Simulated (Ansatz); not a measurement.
Basis-set extrapolation for `[SiH3]OB(S)S` (PBE0-D4/def2-TZVP geometry, frozen core, Ansatz 0.2.0). Multiplicity 1, RHF reference.

```
                       def2-TZVPP    def2-QZVPP
                 HF  -1186.685852  -1186.722416
    MP2 correlation     -0.809328     -0.875596
CCSD(T) correlation     -0.904015       not run
```

Energies in hartree. Use E(X) = E(∞) + A·exp(−7.88·√X) for Hartree–Fock and E(X) = E(∞) + B·X^(−2.97) for correlation, with X = 3 and 4, and add CCSD(T) minus MP2 of the smaller set to the MP2 limit.

Q: What is the CCSD(T) energy at the basis-set limit?

A: HF limit: -1186.722416 + (-0.036564) × 0.13774 = -1186.72745. MP2 limit: -0.875596 + (-0.066268) × 0.74074 = -0.92468. Higher-order term: -0.904015 − (-0.809328) = -0.09469. Total: -1187.74682 hartree, 98.5 kcal/mol below CCSD(T)/def2-TZVPP.
